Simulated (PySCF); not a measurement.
Compound: 4-ethylstyrene, C10H12.
Bonds: C1–C2 (double), C2–C3, C3–C4 (aromatic), C4–C5 (aromatic), C5–C6 (aromatic), C6–C7, C7–C8, C6–C9 (aromatic), C9–C10 (aromatic), C3–C10 (aromatic). Hydrogens: H11, H12 on C1; H13 on C2; H14 on C4; H15 on C5; H16, H17 on C7; H18, H19, H20 on C8; H21 on C9; H22 on C10.

The calculation used PySCF, PBE0-D3(BJ)/def2-SVP geometry optimisation, gas phase.

(1) List the bond lengths, angles and torsions at this level.

Results:

(1) 
```tsv
bond	length (Å)	order
C1=C2	1.339	double
C2–C3	1.467	single
C3–C4, C3–C10	1.403	aromatic
C4–C5, C9–C10	1.390	aromatic
C5–C6, C6–C9	1.400	aromatic
C6–C7	1.504	single
C7–C8	1.527	single
C1–H11	1.092	single
C1–H12	1.093	single
C2–H13	1.096	single
C4–H14, C10–H22	1.093	single
C5–H15, C9–H21	1.094	single
C7–H16, C7–H17	1.102	single
C8–H18, C8–H19, C8–H20	1.101	single
```

Bonds in one row agree within 0.01 Å and their mean is given. Orders are formal, as drawn. A selection of angles:
```tsv
angle	degrees
C2–C1–H11	120.9
C2–C1–H12	122.5
H11–C1–H12	116.6
C1–C2–C3	127.4
C1–C2–H13	118.0
C3–C2–H13	114.5
C2–C3–C4	123.2
C2–C3–C10	119.3
C4–C3–C10	117.5
C3–C4–C5	121.0
C3–C4–H14	119.8
C5–C4–H14	119.2
C4–C5–C6	121.4
C4–C5–H15	119.4
C6–C5–H15	119.2
C5–C6–C7	121.0
C5–C6–C9	117.7
C6–C7–C8	112.6
C6–C7–H16	109.3
C8–C7–H16	109.5
H16–C7–H17	106.3
C7–C8–H18	111.3
H18–C8–H19	108.0
```

Dihedral angles: C1–C2–C3–C4 1° (synperiplanar); C5–C6–C7–C8 87° (synclinal). The mirror-image conformer, all signs reversed, is as good.

Of the pairs four or more bonds apart, H12···H14 is among the closest relative to their van der Waals radii: 2.18 Å, 91 % of the sum of Bondi's values. The 6-membered ring C3–C4–C5–C6–C9–C10 has internal angles of 117.5° to 121.4° (sum 720°, against 720° for a flat polygon); it is planar, 0.00 Å rms from its mean plane, widest ring torsion 0°. The C–C distances run from 1.339 Å (C1=C2, drawn double) to 1.527 Å (C7–C8, drawn single), a spread of 0.188 Å.

Point group: C1 (no symmetry element, even within 0.4 Å). Not checked by PBE0-D3(BJ)/def2-SVP frequencies. One conformer, not necessarily the lowest.
